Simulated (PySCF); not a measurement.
Si(H)(Me)2(NHMe), C3H11NSi, SMILES CN[SiH](C)C (GFN2-xTB optimised geometry):

```
16

Si    -0.260    -0.672     0.000
C      1.636    -0.672     0.000
C     -0.960     1.095     0.000
N     -0.721    -1.417     1.485
C     -2.086    -1.527     1.941
H     -0.743    -1.358    -1.221
H      2.015    -0.159    -0.877
H      2.035    -1.681    -0.015
H      2.038    -0.170     0.874
H     -0.542     1.681    -0.813
H     -2.038     1.097    -0.123
H     -0.733     1.611     0.928
H     -0.166    -2.200     1.800
H     -2.609    -2.388     1.508
H     -2.113    -1.620     3.028
H     -2.624    -0.626     1.657
```

Level of theory: B3LYP/def2-TZVP run with PySCF.

Question: What are the frontier orbital energies and the dipole moment?

Answer: HOMO-2 -8.58 eV, HOMO-1 -8.29 eV, HOMO -6.32 eV, LUMO 0.75 eV, LUMO+1 1.07 eV; dipole moment 0.68 D.

On the same geometry PBE/def2-TZVP in PySCF 2.14.0 gives HOMO-2 -7.42 eV, HOMO-1 -7.21 eV, HOMO -5.16 eV, LUMO 0.25 eV, LUMO+1 0.59 eV; dipole moment 0.68 D.

Meta-Löwdin charges at B3LYP/def2-TZVP: Si1 0.92, C2 -0.60, C3 -0.61, N4 -0.59, C5 -0.22, H6 -0.16, H7 0.12, H8 0.12, H9 0.12, H10 0.12, H11 0.12, H12 0.12, H13 0.22, H14 0.09, H15 0.11, H16 0.11.
